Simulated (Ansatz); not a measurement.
```yaml
crystal:
  periodic: [false, false, false]
  atoms:
    - {symbol: O, position_ang: [-1.553614, 0.228046, 0.739407]}
    - {symbol: C, position_ang: [-0.357516, 0.120047, 0.248603]}
    - {symbol: In, position_ang: [0.776667, -1.818716, 1.164843]}
    - {symbol: C, position_ang: [0.582045, 1.255403, -0.138254]}
    - {symbol: C, position_ang: [-0.235722, 0.369769, -1.192975]}
    - {symbol: H, position_ang: [-1.960931, 0.931497, 0.511013]}
    - {symbol: H, position_ang: [2.309529, -2.013813, 0.357409]}
    - {symbol: H, position_ang: [0.072007, -2.707026, 2.195903]}
    - {symbol: H, position_ang: [-0.070934, 2.182281, -0.101179]}
    - {symbol: H, position_ang: [1.436793, 1.203831, -0.047959]}
    - {symbol: H, position_ang: [-1.035504, 0.749123, -1.748774]}
    - {symbol: H, position_ang: [0.491013, -0.184229, -1.893656]}
basis:
  gaussian: {orbitals: "6-311G**"}
hamiltonian: {xc: {name: wB97M-V}}
output: {forces: true}
```

```sh
$ ansatz run in.yaml --threads 4 --pin off --events-out ev --progress --plain --max-ram 10444MiB
```

(1) How does Ansatz answer? (Best estimate.)

Answers

(1) Computed: The program refused the input.
```
Error: <dir> can't be read: No such file or directory (os error 2)
```
